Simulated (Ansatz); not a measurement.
Cartesian coordinates (Å):
SMILES: C1=C(C1)S
```xyz
8

S      2.1132     0.4810    -0.0111
C      0.4104     0.3601     0.0183
C     -0.7466     0.9336     0.0885
C     -0.7642    -0.5604    -0.0257
H      2.3520    -0.8354    -0.1172
H     -1.3415     1.8249     0.1702
H     -1.0324    -1.0320    -0.9731
H     -0.9910    -1.1719     0.8499
```
Charge 0, spin multiplicity 1.

Level of theory: frozen-core CCSD(T)/cc-pVTZ // PBE0-D3(BJ)/def2-TZVP in Ansatz (a first-principles code).

```yaml
HF energy: -513.41741 Ha
MP2 correlation energy: -0.65829 Ha
```

**Question.** Estimate the CCSD correlation energy, the (T) correction, the total energy and the T1 diagnostic.

**Answer.** 
- CCSD correlation energy = -0.68962 Ha
- (T) correction = -0.03446 Ha
- CCSD(T) total energy = -514.14148 Ha
- T1 diagnostic = 0.011
